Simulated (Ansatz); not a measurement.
Species: dibromo(difluoro)germane, sum formula GeBr₂F₂, charge 0, multiplicity 1. 
Structure (B3LYP-D3(BJ)/def2-TZVP (Ansatz, a quantum-chemistry and plane-wave program) minimum search):
```xyz
5

F     -0.4292    -1.6167    -1.2833
Ge    -0.0696    -0.5553     0.0225
F      0.0303    -1.5652     1.4121
Br    -1.7864     0.9100     0.2872
Br     1.9526     0.4159    -0.3408
```

Basis-set convergence of Hartree-Fock and CCSD correlation energies (hartree) with Ansatz. Cores are frozen in the correlated levels unless marked. Spin-orbit coupling is left out. Frozen are the shells of the preceding noble gas and the d and f shells that filled before the atom's block. Non-relativistic.

| basis | functions | E(HF) | E(corr, CCSD) |
|---|---|---|---|
| aug-cc-pVDZ | 154 | -7419.18490 | -0.76862 |
| aug-cc-pVTZ | 269 | -7419.46754 | -0.97690 |
| aug-cc-pVQZ | 439 | -7419.49252 | -1.05107 |

Extrapolating the two largest sets (X = 3 and 4) as X^-3: E(corr) = (64·(-1.05107) - 27·(-0.97690))/37 = -1.1052 Eh, an estimate of the basis-set limit. The largest set recovers 95.1 % of it, the smallest 69.5 %.
